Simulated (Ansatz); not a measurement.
`[CH3][Al]([NH2])[Br]` → `[NH2][Al][Br]`• + `[CH3]`•  (homolysis of the Al–C bond)

Computed with Ansatz on PBE0-D4/def2-TZVP structures; ΔE is electronic, products minus reactants. CCSD(T)/CBS adds triple-zeta CCSD(T) − MP2 to the extrapolated MP2 energy (def2 sets, frozen cores). This one scheme is used for every species. Functionals use def2-TZVPP. No spin–orbit coupling; open shells (•) take unrestricted orbitals. For Br outer-core shells are correlated without core-valence functions, which leaves a few kJ/mol of doubt a bond. Scalar relativity is left out up to krypton. One conformer a species, not always the lowest.

`[CH3][Al]([NH2])[Br]`:

```xyz
9

C     0.420    0.882    1.161
Al    0.099    0.096   -0.580
N    -0.759   -1.420   -0.829
Br    0.839    1.121   -2.463
H     0.007    1.893    1.213
H    -0.024    0.290    1.966
H     1.493    0.967    1.355
H    -1.146   -1.990   -0.094
H    -0.930   -1.838   -1.729
```

`[NH2][Al][Br]`•:

Cartesian coordinates in Å:
```
N -0.581 -0.362 -0.406
Al 0.007 1.070 0.443
Br 2.108 0.946 1.322
H -0.049 -1.211 -0.519
H -1.486 -0.443 -0.840
```

`[CH3]`•:

Z-matrix (Å, degrees):
```
C
H 1 1.080
H 1 1.080 2 120.0
H 1 1.080 2 120.0 3 180.0
```

CCSD(T)/CBS gives +3.81 eV.

Question: Another level gave +3.63 eV. Which?
A. LDA (SPW92)/def2-TZVPP
B. BLYP-D4/def2-TZVPP
C. B2PLYP/def2-TZVPP
D. ωB97X-V/def2-TZVPP

Answer: C. B2PLYP 3.63, BLYP-D4 3.54, LDA (SPW92) 4.20, ωB97X-V 3.85 eV.

Largest T1 diagnostic among the species: 0.011.

In def2-TZVPP, CCSD(T) changes the Hartree–Fock value by +1.12 eV (the triples alone add +0.08 eV) and MP2 by +1.21 eV; breaking electron pairs costs correlation energy, which Hartree–Fock lacks. Leaving LDA and LC-ωPBE aside and taking each functional with its dispersion term where it has one, the values, not all of them listed here, spread over 0.41 eV, from r2SCAN0-D4 to ωB97M-V. LDA lies +0.61 eV from PBE without D4, its usual overbinding. From BLYP to BHLYP (50 % exact exchange), in def2-TZVPP and without D4, ΔE moves by +0.08 eV.
